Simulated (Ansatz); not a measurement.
`CC[SiH]N` radical, relaxed with UKS PBE-D4/def2-SVP in Ansatz 0.2.0 from a rough embedded geometry. The force threshold is 0.03 eV/Å; the program also tests the step.

Total charge 0; spin multiplicity 2.

Start:

```xyz
12

C    -0.626   -0.941   -0.779
C     0.609   -0.811    0.012
Si    0.561    0.552    1.259
N     0.339    2.062    0.612
H    -0.863   -0.051   -1.420
H    -0.532   -1.814   -1.541
H    -1.532   -1.187   -0.190
H     1.435   -0.650   -0.617
H     0.817   -1.801    0.544
H    -0.610    0.361    2.166
H     0.986    2.128   -0.278
H    -0.583    2.153    0.232
```

Task: By how much does the energy fall, and how many steps does the optimiser take? (Best estimate.)

Result: Computed: 76.47 kJ/mol, in 12 steps, 1 of them rejected.

Task: Which bonds change most? (Best estimate.)

Result: Computed: Si3–N4 from 1.657 to 1.764 Å; N4–H11 from 1.103 to 1.025 Å; C1–C2 from 1.473 to 1.536 Å; C2–Si3 from 1.847 to 1.910 Å.

Task: Give the relaxed structure. (An estimate is asked.)

Result: Ansatz gave: 
```xyz
12

C    -0.630   -1.098   -0.863
C     0.618   -0.912    0.013
Si    0.483    0.537    1.249
N     0.155    1.998    0.316
H    -0.859   -0.174   -1.433
H    -0.504   -1.927   -1.591
H    -1.524   -1.328   -0.248
H     1.521   -0.742   -0.616
H     0.839   -1.829    0.601
H    -0.741    0.361    2.130
H     0.853    2.299   -0.371
H    -0.210    2.816    0.813
```
